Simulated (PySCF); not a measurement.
PySCF job for I₆Y₂, SMILES [I][Y]12([I])[I][Y]1([I])([I])[I]2 (connectivity only; charge and spin as stated), neutral, multiplicity 1, IEF-PCM-ωB97X/def2-SVP. Geometry optimised at B3LYP-D3(BJ)/def2-SVP. The spin state was assumed, not searched. The def2 effective core potentials stand for the cores of I, Y; spin–orbit coupling is left out.

```python
import numpy as np
from pyscf import gto, scf, dft
from pyscf.solvent import pcm

mol = gto.M(
    atom='''
    Y     0.00000000    0.00000000    2.09795813
    Y    -0.00000000   -0.00000000   -2.09795813
    I    -2.15716410    0.00000001    0.00000001
    I     2.15716410   -0.00000001   -0.00000001
    I     0.00000000    2.38695985    3.56387085
    I    -0.00000000   -2.38695986    3.56387084
    I     0.00000000    2.38695986   -3.56387084
    I    -0.00000000   -2.38695985   -3.56387085
    ''',
    basis='def2-SVP',
    ecp={'I': 'def2-svp', 'Y': 'def2-svp'},
    charge=0,
    spin=0,
    max_memory=1600,
    verbose=3,
)
mf = dft.RKS(mol, xc='wb97x').density_fit(auxbasis='def2-universal-jkfit')
mf.grids.level = 3
mf.conv_tol = 1e-9
mf.max_cycle = 100
mf.kernel()
res = {}
for name, eps in {'water': 78.355, 'n-hexane': 1.8819, 'dichloromethane': 8.93}.items():
    s = mf.PCM()
    s.with_solvent.method, s.with_solvent.eps, s.with_solvent.lebedev_order = 'IEF-PCM', eps, 17
    s.kernel(mf.make_rdm1())
    res[name] = (s.e_tot, eps, s.dip_moment(), s.mo_energy, s.converged)
    print(f'{name}: electrostatic solvation free energy {(s.e_tot - mf.e_tot) * 627.509474:.3f} kcal/mol')
```

It prints:

```
converged SCF energy = -1863.66604987629

WARN: PCM is an experimental feature. It is still in testing.
Features and APIs may be changed in the future.

converged SCF energy = -1863.69738882243
Dipole moment(X, Y, Z, Debye):  0.00000,  0.00000,  0.00000
water: electrostatic solvation free energy -19.665 kcal/mol

WARN: PCM is an experimental feature. It is still in testing.
Features and APIs may be changed in the future.

converged SCF energy = -1863.67590023684
Dipole moment(X, Y, Z, Debye):  0.00000,  0.00000,  0.00000
n-hexane: electrostatic solvation free energy -6.181 kcal/mol

WARN: PCM is an experimental feature. It is still in testing.
Features and APIs may be changed in the future.

converged SCF energy = -1863.69161379155
Dipole moment(X, Y, Z, Debye): -0.00000, -0.00000,  0.00000
dichloromethane: electrostatic solvation free energy -16.042 kcal/mol
```

The calculation finished and met its thresholds.

Cost: about 4 core-minutes (a rough figure).
